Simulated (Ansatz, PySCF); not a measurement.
System: bromo(fluoro)methane, CH₂BrF, net charge 0, singlet state. 
Coordinates optimised at B3LYP-D3(BJ)/def2-TZVP (Ansatz, an electronic-structure program):
```
C
F 1 1.3614
H 1 1.0858 2 109.64
H 1 1.0858 3 113.27 2 122.82
Br 1 1.9569 3 106.81 4 117.31
```

Dipole moments at this geometry, in debye (magnitudes).

```csv
level,program,dipole (D)
BP86/def2-TZVPD,PySCF,1.71
M06-L/def2-TZVPD,PySCF,1.61
PW6B95/def2-TZVPD,PySCF,1.79
LC-wPBE/def2-TZVPD,Ansatz,1.82
wB97M-V/def2-TZVPD,Ansatz,1.79
CCSD(T)/aug-cc-pVDZ,Ansatz,1.78
```
